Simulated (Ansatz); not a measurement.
Q: Name a neutral molecule of C, O, Zr and H with HOMO energy (PBE/def2-TZVPP) between -6.20 and -5.90 eV and HOMO energy (PBE0/def2-TZVPP) between -7.25 and -6.95 eV (Ansatz, PBE0-D4/def2-TZVP geometry).

A: `[OH][Zr]1234([OH])([OH])[C@H]5[C@@H]1[C@@H]2[C@@H]3[C@H]54` (-6.08 eV, -7.20 eV). Other molecules can fit too; these were computed, each in one conformer that needn't be the lowest.
